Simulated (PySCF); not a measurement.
## [Lu(H2O)3]3+: from a saddle point downhill

PySCF 2.14.0, RKS PBE0, Lu lcecp-1-SVP with ECP60, O def2-SVP, H def2-SVP; non-relativistic Hamiltonian with scalar-relativistic core potentials where named; density fitting; no spin-orbit coupling. Relaxed within the symmetry of its start, the geometry (D3h) is

```xyz
10

Lu    0.0000    0.0000    0.0000
O     2.1980    0.0000    0.0000
H     2.8159    0.0000    0.7725
H     2.8159    0.0000   -0.7725
O    -1.0990    1.9035    0.0000
H    -1.4080    2.4387    0.7725
H    -1.4080    2.4387   -0.7725
O    -1.0990   -1.9035    0.0000
H    -1.4080   -2.4387    0.7725
H    -1.4080   -2.4387   -0.7725
```

and its lowest harmonic modes are -207, -178, -178, -47, 59, 59 cm⁻¹ (negative: unstable). It was moved along the lowest mode and relaxed again, within the group D3 that the move left.

Problem. Where does it end, and how much lower?

Solution. In D3, 0.130 eV lower, after 22 steps:
```xyz
10

Lu    0.0000    0.0000    0.0000
O     2.1871    0.0000    0.0000
H     2.8040   -0.7227    0.2766
H     2.8040    0.7227   -0.2766
O    -1.0936    1.8941    0.0000
H    -0.7761    2.7897    0.2766
H    -2.0278    2.0670   -0.2766
O    -1.0936   -1.8941    0.0000
H    -2.0279   -2.0670    0.2766
H    -0.7762   -2.7897   -0.2766
```

Problem. How do the contacts change?

Solution. 
```csv
contact,saddle (Å),end (Å)
Lu1–O2 (H2O),2.198,2.187
Lu1–O5 (H2O),2.198,2.187
Lu1–O8 (H2O),2.198,2.187
```


Problem. Is the end a minimum?

Solution. Yes, as far as the noise of the softest modes lets one tell (those above −25 cm⁻¹ count as noise); lowest modes -21, 70, 70, 100, 100, 114 cm⁻¹.

An lcecp potential fixes the number of 4f electrons, so in runs with it no electron can move into or out of that shell.

State: singlet in the valence, with the 4f electrons in the core potential.
